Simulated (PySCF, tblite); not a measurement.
Compound: C₅H₇BF₂O₂.
Z-matrix (Å and degrees, GFN2-xTB geometry), rows numbered from 1:
```
C 
O   1  1.4081
C   2  1.3949  1  113.85
C   3  1.5378  2  112.78  1  -177.38
C   4  1.5055  3   89.11  2  -125.28
O   5  1.1909  4  134.66  3  -171.66
C   5  1.5376  4   92.72  3     6.78
B   7  1.5709  3  119.29  2  -117.63
F   8  1.3184  7  121.74  3   -22.73
F   8  1.3141  7  123.80  3   156.74
H   1  1.0959  2  111.49  3   -61.84
H   1  1.0961  2  111.04  3    59.63
H   1  1.0876  2  106.33  3   178.74
H   3  1.0981  2  110.93  1   -48.81
H   4  1.0874  3  117.51  2   115.50
H   4  1.0888  3  111.64  2   -11.58
H   7  1.0930  3  111.12  2    14.38
```

Jobs on this species (17 atoms, 76 electrons) with PySCF (density fitting) and tblite. Hardware of each: one thread, Arm Neoverse V1 (aarch64), shared host. Times come from a shared host and carry two figures at best.

| level and settings | work | basis functions | SCF cycles | wall time |
| --- | --- | --- | --- | --- |
| GFN2-xTB | L-BFGS relaxation | – | – | 0.67 s |
| GFN2-xTB | Hessian by finite differences | – | – | 0.59 s |
| PBE0/pcSseg-1 | shieldings, ring-centre shieldings, charges and field gradients | 205 | ? | ? |

Problem. Fill in the missing figures.

Solution. 
- PBE0/pcSseg-1; shieldings, ring-centre shieldings, charges and field gradients: 39 s, 14 SCF cycles

Problem. What do all jobs in the table cost together?

Solution. About 40 s; the longest takes about 97 % of that, and about 66 times as long as the shortest.
